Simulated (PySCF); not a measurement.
# Two-photon absorption: SMILES C(=C)C1=CC=NC=C1, C7H7N

Molfile (atoms numbered from 1):
```
C7H7N
     RDKit          3D

 15 15  0  0  0  0  0  0  0  0999 V2000
   -2.4152    1.0058    0.0578 C   0  0  0  0  0  0  0  0  0  0  0  0
   -1.6583   -0.0693   -0.1882 C   0  0  0  0  0  0  0  0  0  0  0  0
   -0.1978   -0.1559   -0.0694 C   0  0  0  0  0  0  0  0  0  0  0  0
    0.6154    0.9161    0.3283 C   0  0  0  0  0  0  0  0  0  0  0  0
    1.9910    0.7315    0.4097 C   0  0  0  0  0  0  0  0  0  0  0  0
    2.6056   -0.4177    0.1304 N   0  0  0  0  0  0  0  0  0  0  0  0
    1.8409   -1.4371   -0.2469 C   0  0  0  0  0  0  0  0  0  0  0  0
    0.4540   -1.3608   -0.3616 C   0  0  0  0  0  0  0  0  0  0  0  0
   -3.5000    0.9641   -0.0619 H   0  0  0  0  0  0  0  0  0  0  0  0
   -1.9926    1.9599    0.3843 H   0  0  0  0  0  0  0  0  0  0  0  0
   -2.1497   -0.9934   -0.5123 H   0  0  0  0  0  0  0  0  0  0  0  0
    0.1864    1.8895    0.5738 H   0  0  0  0  0  0  0  0  0  0  0  0
    2.6336    1.5639    0.7196 H   0  0  0  0  0  0  0  0  0  0  0  0
    2.3561   -2.3779   -0.4743 H   0  0  0  0  0  0  0  0  0  0  0  0
   -0.1194   -2.2361   -0.6775 H   0  0  0  0  0  0  0  0  0  0  0  0
  1  2  2  0
  2  3  1  0
  3  4  2  0
  4  5  1  0
  5  6  2  0
  6  7  1  0
  7  8  2  0
  8  3  1  0
  1  9  1  0
  1 10  1  0
  2 11  1  0
  4 12  1  0
  5 13  1  0
  7 14  1  0
  8 15  1  0
M  END
```

Level of theory: PySCF, TDDFT CAM-B3LYP/aug-cc-pVDZ excited states, vertical, gas phase. Geometry: PBE0-D3(BJ)/def2-SVP.

How strongly do the lowest singlets absorb one photon, and two photons of half the energy?

δ for parallel linear polarisation; σ at the peak of a Lorentzian of half width 0.1 eV, single beam; Ω is circular over linear.
| state | E (eV) | f | photon λ (nm) | δ (au) | σ (GM) | Ω | main |
| --- | --- | --- | --- | --- | --- | --- | --- |
| S1 | 4.78 | 0.003 | 518 | 2.5 | 0.02 | 1.50 | HOMO−2→LUMO 0.89 |
| S2 | 5.11 | 0.053 | 485 | 50.3 | 0.48 | 1.22 | HOMO−1→LUMO 0.70, HOMO→LUMO+2 0.21 |
| S3 | 5.20 | 0.326 | 477 | 5.66 | 0.06 | 1.45 | HOMO→LUMO 0.92 |
| S4 | 5.43 | 0.000 | 457 | <0.1 | 0.00 | – | HOMO−2→LUMO+2 0.97 |
| S5 | 6.36 | 0.194 | 390 | 35.7 | 0.53 | 0.85 | HOMO→LUMO+2 0.73, HOMO−1→LUMO 0.20 |
| S6 | 6.38 | 0.009 | 389 | 110 | 1.65 | 1.50 | HOMO→LUMO+1 0.89 |

Among these, the strongest one-photon state is S3, the strongest two-photon state S6, with a dipole change of 6.4 D (relaxed, norm of the difference vector).
